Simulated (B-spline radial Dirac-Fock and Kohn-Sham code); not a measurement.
# K-shell conversion coefficients at 2000 keV, Cu to In

Calculated with an atomic code on a B-spline grid, using a Dirac-Hartree-Slater potential of the neutral atom with a Latter tail (no hole, which puts coefficients of high multipoles low close above an edge), finite nucleus with surface currents. Subshells within 1 keV of threshold and pair formation are left out.

| Z | element | E1 | E2 | E4 | M1 | M3 |
| --- | --- | --- | --- | --- | --- | --- |
| 29 | Cu | 3.25e-05 | 5.69e-05 | 0.000146 | 5.44e-05 | 0.000155 |
| 30 | Zn | 3.57e-05 | 6.27e-05 | 0.000161 | 6.03e-05 | 0.000174 |
| 31 | Ga | 3.90e-05 | 6.89e-05 | 0.000178 | 6.66e-05 | 0.000193 |
| 32 | Ge | 4.26e-05 | 7.55e-05 | 0.000196 | 7.34e-05 | 0.000215 |
| 33 | As | 4.64e-05 | 8.25e-05 | 0.000215 | 8.07e-05 | 0.000238 |
| 34 | Se | 5.03e-05 | 8.99e-05 | 0.000235 | 8.85e-05 | 0.000263 |
| 35 | Br | 5.45e-05 | 9.78e-05 | 0.000256 | 9.68e-05 | 0.000291 |
| 36 | Kr | 5.89e-05 | 0.000106 | 0.000279 | 0.000106 | 0.000320 |
| 37 | Rb | 6.35e-05 | 0.000115 | 0.000303 | 0.000115 | 0.000352 |
| 38 | Sr | 6.83e-05 | 0.000124 | 0.000329 | 0.000125 | 0.000386 |
| 40 | Zr | 7.87e-05 | 0.000144 | 0.000385 | 0.000148 | 0.000462 |
| 41 | Nb | 8.42e-05 | 0.000155 | 0.000415 | 0.000160 | 0.000504 |
| 42 | Mo | 9.00e-05 | 0.000167 | 0.000447 | 0.000173 | 0.000549 |
| 43 | Tc | 9.61e-05 | 0.000179 | 0.000482 | 0.000187 | 0.000598 |
| 44 | Ru | 0.000102 | 0.000191 | 0.000517 | 0.000201 | 0.000650 |
| 45 | Rh | 0.000109 | 0.000204 | 0.000555 | 0.000217 | 0.000706 |
| 46 | Pd | 0.000116 | 0.000218 | 0.000595 | 0.000233 | 0.000766 |
| 47 | Ag | 0.000123 | 0.000233 | 0.000638 | 0.000251 | 0.000830 |
| 48 | Cd | 0.000130 | 0.000248 | 0.000682 | 0.000269 | 0.000899 |
| 49 | In | 0.000138 | 0.000264 | 0.000729 | 0.000289 | 0.000972 |
